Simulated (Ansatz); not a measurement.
`CC1=CC(C(F)(F)F)=[O+][Ga-]([CH3])([CH3])[O]1`. Charge 0, multiplicity 1. The geometry is a stationary point of PBE0-D4/def2-TZVP.

```xyz
23

C     1.205    2.847    0.323
C     0.689    1.459    0.122
C     1.442    0.548   -0.643
C     1.043   -0.753   -0.883
C     1.944   -1.660   -1.734
F     2.318   -2.726   -1.027
F     3.049   -1.042   -2.157
F     1.280   -2.087   -2.807
O     0.000   -1.342   -0.490
Ga   -1.399   -0.515    0.629
C    -2.950   -0.233   -0.536
C    -1.214   -1.296    2.417
O    -0.416    1.197    0.669
H     0.467    3.557   -0.056
H     2.161    3.014   -0.170
H     1.307    3.035    1.395
H     2.376    0.883   -1.065
H    -3.682    0.422   -0.060
H    -3.445   -1.180   -0.763
H    -2.642    0.225   -1.478
H    -0.169   -1.288    2.732
H    -1.566   -2.330    2.431
H    -1.796   -0.734    3.151
```

Problem. What is the dipole moment at PBE/def2-TZVPP? (Best estimate.)

Solution. Computed: 2.99 D, with components (0.56, 2.85, 0.71) D in this frame, pointing from negative to positive charge.

Problem. And with r2SCAN, B3LYP, ωB97M-V? (Best estimate.)

Solution. Ansatz gave: r2SCAN 3.15 D, B3LYP 3.23 D, ωB97M-V 3.25 D.

Problem. Give the Mulliken charges with PBE, B3LYP, ωB97M-V in def2-TZVPP. (An estimate is asked.)

Solution. Computed: 
| atom | PBE | B3LYP | ωB97M-V |
| --- | --- | --- | --- |
| C1 | -0.23 | -0.23 | -0.27 |
| C2 | 0.22 | 0.25 | 0.28 |
| C3 | -0.19 | -0.20 | -0.20 |
| C4 | 0.11 | 0.13 | 0.16 |
| C5 | 0.39 | 0.52 | 0.48 |
| F6 | -0.12 | -0.16 | -0.15 |
| F7 | -0.13 | -0.18 | -0.16 |
| F8 | -0.12 | -0.16 | -0.15 |
| O9 | -0.24 | -0.31 | -0.33 |
| Ga10 | 0.38 | 0.50 | 0.49 |
| C11 | -0.38 | -0.39 | -0.46 |
| C12 | -0.38 | -0.39 | -0.46 |
| O13 | -0.26 | -0.33 | -0.35 |
| H14 | 0.11 | 0.11 | 0.13 |
| H15 | 0.09 | 0.09 | 0.10 |
| H16 | 0.11 | 0.11 | 0.13 |
| H17 | 0.10 | 0.12 | 0.11 |
| H18 | 0.09 | 0.09 | 0.11 |
| H19 | 0.10 | 0.09 | 0.12 |
| H20 | 0.09 | 0.08 | 0.11 |
| H21 | 0.09 | 0.08 | 0.11 |
| H22 | 0.10 | 0.09 | 0.12 |
| H23 | 0.09 | 0.09 | 0.11 |

B3LYP here is the variant with VWN-RPA as its local correlation; programs differ in this.
